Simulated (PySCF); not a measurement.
## Dipole response of Fe²⁺ (iron, charge +2)

[Ar] 3d6, high-spin 5D determinant. Calculation: PySCF 2.14, in dyall-av2z (16s12p7d2f, 101 functions); no relativity, point nucleus. Coupled (time-dependent) response in atomic units; α is the mean over directions. A double-zeta set is small for polarisabilities.

```csv
method,mean α (bohr³),"α xx, yy, zz",C₆ (like pair),S(−4)
UHF,3.016,"3.211, 3.211, 2.627",8.444,4.482
PBE,3.848,"4.107, 4.107, 3.330",11.04,9.372
PBE0,3.548,"3.783, 3.783, 3.078",10.10,7.278
```

S(−4) is the Cauchy moment in α(ω) = α(0) + S(−4) ω² + …

α(iu) at PBE:

```
u (hartree)  α(iu) (bohr³)
          0          3.848
     0.0500          3.824
      0.100          3.758
      0.200          3.531
      0.300          3.248
      0.500          2.714
      0.750          2.211
       1.00          1.845
       1.50          1.341
       2.00          1.016
       3.00         0.6441
       5.00         0.3331
```

A single London oscillator, α(iu) = α/(1 + u²/ω²), gives C₆ = (3/4) ω α². Matching the computed C₆ needs ω = 4 × 11.04 / (3 × 3.848²) = 0.994 hartree.

For an ion, C₆ is the dispersion term alone; charge-induced terms of lower order in 1/R come first.

The components differ because the open shell of this determinant is not spherical; for a pure term their mean is the scalar polarisability.
